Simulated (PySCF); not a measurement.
C₆ coefficients of unlike pairs at UHF

Calculated with PySCF 2.14 from the dipole response of each species, C₆(A,B) = (3/π) ∫ α_A(iu) α_B(iu) du, in atomic units, from isotropic polarisabilities. For ions this is the dispersion term alone; charge-induced terms of lower order in 1/R come first.

```tsv
species	configuration	basis	relativity	α (bohr³)	C₆ (like pair)
Al	[Ne] 3s2 3p1 (2P)	aug-cc-pV(T+d)Z (6s5p4d2f)	none	61.62	560.0
Pb	[Xe] 4f14 5d10 6s2 6p2 (3P)	aug-cc-pVDZ-PP with ECP60MDF (5s4p3d)	core potential	61.63	699.9
Rb	[Kr] 5s1 (2S)	aug-cc-pVDZ-X2C (7s6p4d)	spin-free X2C	472.3	8278
Ar	[Ar] (1S)	aug-cc-pVQZ-DK (7s6p4d3f2g)	spin-free X2C	10.72	62.04
```

Problem. Estimate C₆ for Ar with Rb.

Solution. The integral gives 376.5. The combination rule 2 C_A C_B / (C_A α_B/α_A + C_B α_A/α_B) gives 351.6 and the geometric mean 716.6.

No spin-orbit coupling is included, so Pb, close to jj coupling, stand for model states.

The other pairs:

```
  pair     C₆
Rb, Al   1753
Ar, Pb  186.5
Pb, Al  621.2
Ar, Al  156.1
Rb, Pb   1834
```
